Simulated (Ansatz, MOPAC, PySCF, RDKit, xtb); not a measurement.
Complex: C2H2 (SMILES C#C) (first 4 atoms) with CH3I (SMILES CI); geometry from B3LYP-D3(BJ)/def2-TZVP, rigid monomers moved along the line of their centres of mass till C1···H8 is 3.59 Å.
(charge 0, multiplicity 1):
```json
[
 {"atom": "C", "x (Å)": "-0.3668", "y (Å)": "-0.0942", "z (Å)": "0.7666"},
 {"atom": "C", "x (Å)": "-0.2625", "y (Å)": "-1.0548", "z (Å)": "0.0594"},
 {"atom": "H", "x (Å)": "-0.4479", "y (Å)": "0.7505", "z (Å)": "1.4092"},
 {"atom": "H", "x (Å)": "-0.1760", "y (Å)": "-1.9023", "z (Å)": "-0.5758"},
 {"atom": "C", "x (Å)": "1.8914", "y (Å)": "-0.4666", "z (Å)": "4.7535"},
 {"atom": "I", "x (Å)": "1.1793", "y (Å)": "1.5003", "z (Å)": "5.2835"},
 {"atom": "H", "x (Å)": "1.5303", "y (Å)": "-1.1521", "z (Å)": "5.5113"},
 {"atom": "H", "x (Å)": "1.4868", "y (Å)": "-0.6995", "z (Å)": "3.7751"},
 {"atom": "H", "x (Å)": "2.9741", "y (Å)": "-0.4215", "z (Å)": "4.7402"}
]
```

```csv
level,interaction energy (kcal/mol),cost
UFF,-0.50,-
AM1,-0.18,-
PM3,-0.15,-
GFN1-xTB,-0.46,-
HF/STO-3G (no counterpoise),-0.27,-
PBE-D3(BJ)/def2-TZVPPD,-1.21,×1
r2SCAN/def2-TZVPPD,-0.76,×1
B3LYP-D3(BJ)/def2-TZVPPD,-1.06,×1
B3LYP-D4/def2-TZVPPD,-1.00,×1
PBE0-D3(BJ)/def2-TZVPPD,-1.20,×1
"MP2/CBS(def2-SVPD, def2-TZVPPD)",-1.04,-
SCS-MP2/def2-SVPD,-0.84,-
CCSD(T)/def2-SVPD,-0.91,×5
"MP2/CBS(def2-SVPD, def2-TZVPPD) + ΔCCSD(T)/def2-SVPD",-0.98,×7
```

The rows run from -1.21 (PBE-D3(BJ)/def2-TZVPPD) to -0.15 kcal/mol (PM3).

Counterpoise-corrected where a basis set is named; no monomer relaxation. Rows marked so take none. RDKit's UFF carries no charges.

Correlated levels freeze the cores. Filled d and f shells under p-block atoms count as core. CBS: X⁻³ extrapolation of the correlation energy, Hartree–Fock from the larger set. Rows in STO-3G carry no dispersion term and start afresh at each structure; the Pople sets are all-electron and without relativity. The state that AM1, PM3 reach isn't checked.

Codes used: Ansatz (Gaussian orbitals); MOPAC for AM1, PM3 (differences of heats of formation); PySCF for STO-3G rows, the dispersion terms; RDKit for the force fields; xtb for the GFN methods. Each number belongs to the level named beside it. In def2 rows elements past Kr take small-core potentials, without spin–orbit coupling.

Costs are rough ratios of core time to PBE/def2-TZVPPD (about 11 s over the structures, on one shared machine); a dash marks a level with no comparable run of its own.

Ansatz is a first-principles code.
